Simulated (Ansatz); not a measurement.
BH7SeSi2 (`B[Se][SiH2][SiH3]`). The species carries charge 0 and has multiplicity 1.

Z-matrix (Å, degrees):
```
Si
Se 1 2.304
Si 1 2.336 2 109.0
H 1 1.487 2 106.3 3 119.9
H 1 1.486 2 109.0 3 -122.9
B 2 1.908 1 98.0 3 66.8
H 3 1.487 1 108.8 2 61.2
H 3 1.486 1 109.3 2 -58.0
H 3 1.488 1 111.1 2 -178.6
H 6 1.192 2 121.1 1 0.2
H 6 1.191 2 116.5 1 -180.0
```

Problem. What are the harmonic wavenumbers in cm⁻¹ at PBE0-D4/def2-TZVP (Ansatz, finite differences of forces, unscaled)? (Estimate.)

Solution. Ansatz gave: 54, 91, 104, 157, 344, 359, 370, 449, 510, 556, 679, 692, 741, 783, 869, 917, 924, 934, 939, 1181, 2213, 2220, 2227, 2230, 2238, 2602, 2711.

Problem. Is this a minimum?

Solution. Yes, all 27 modes are real.

Problem. Give the ideal-gas thermochemistry at 298.15 K and 1 bar (rigid rotor, harmonic oscillator; point group C1, symmetry number 1).

Solution. Zero-point energy 168.0 kJ/mol; H(298) − E = 192.0 kJ/mol; entropy 379.2 J/(mol·K), of which translation 171.6, rotation 117.9, vibration 89.7; G(298) − E = 78.9 kJ/mol. Modes under 100 cm⁻¹ are hindered rotations or soft bends, so the harmonic entropy is rough.

Problem. And at 400, 500, 600, 800 and 1000 K?

Solution. 
```json
{"T (K)": "400", "H − E (kJ/mol)": "206.0", "S (J/mol/K)": "419.3", "G − E (kJ/mol)": "38.2"}
{"T (K)": "500", "H − E (kJ/mol)": "221.6", "S (J/mol/K)": "454.1", "G − E (kJ/mol)": "-5.5"}
{"T (K)": "600", "H − E (kJ/mol)": "238.7", "S (J/mol/K)": "485.3", "G − E (kJ/mol)": "-52.5"}
{"T (K)": "800", "H − E (kJ/mol)": "276.3", "S (J/mol/K)": "539.3", "G − E (kJ/mol)": "-155.1"}
{"T (K)": "1000", "H − E (kJ/mol)": "317.4", "S (J/mol/K)": "585.0", "G − E (kJ/mol)": "-267.7"}
```
